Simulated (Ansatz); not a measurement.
Consider the isomerisation: `C[CH2][AlH][SiH3]` → `C[SiH](C)[AlH2]`.

Gas-phase electronic energies from Ansatz, PBE0-D4/def2-TZVP geometries. CBS: MP2 limit from def2 TZ/QZ plus the TZ coupled-cluster correction, frozen cores. Functionals use def2-TZVPP. B3LYP here is the variant with VWN-RPA as its local correlation; programs differ in this. One conformer a species, not always the lowest.

```json
{"level": "B3LYP-D4", "ΔE (eV)": "-0.43"}
{"level": "MP2/def2-TZVPP", "ΔE (eV)": "-0.45"}
{"level": "CCSD(T)/def2-TZVPP", "ΔE (eV)": "-0.42"}
{"level": "HF/def2-QZVPP", "ΔE (eV)": "-0.43"}
```

Question: What does CCSD(T)/CBS give? (Estimate.)

Answer: Ansatz gave: -0.44 eV. The listed levels differ from it by 0.01, -0.01, 0.02, 0.01 eV.

Largest T1 diagnostic among the species: 0.011.
